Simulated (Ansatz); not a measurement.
Reaction (redistribution): `O[Si](O)(F)N[SiH2]Cl` + `BC[SiH2]Cl` → `O[Si](O)(F)C[SiH2]Cl` + `BN[SiH2]Cl`

Computed with Ansatz on PBE0-D4/def2-TZVP structures; ΔE is electronic, products minus reactants. CBS: MP2 limit from def2 TZ/QZ plus the TZ coupled-cluster correction, frozen cores. DFT in def2-TZVPP. One conformer a species, not always the lowest.

```tsv
level	ΔE (kJ/mol)
PBE	-64.5
HF/def2-TZVPP	-45.9
```

**Question.** What does CCSD(T)/CBS give? (Estimate.)

**Answer.** The calculation gave: -58.6 kJ/mol. The listed levels differ from it by -5.9, 12.7 kJ/mol.

Largest T1 diagnostic among the species: 0.011.

From PBE to PBE0 (25 % exact exchange), in def2-TZVPP and without D4, ΔE moves by +4.3 kJ/mol. In def2-TZVPP, CCSD(T) changes the Hartree–Fock value by −13.4 kJ/mol (the triples alone add −2.7 kJ/mol) and MP2 by −13.5 kJ/mol.
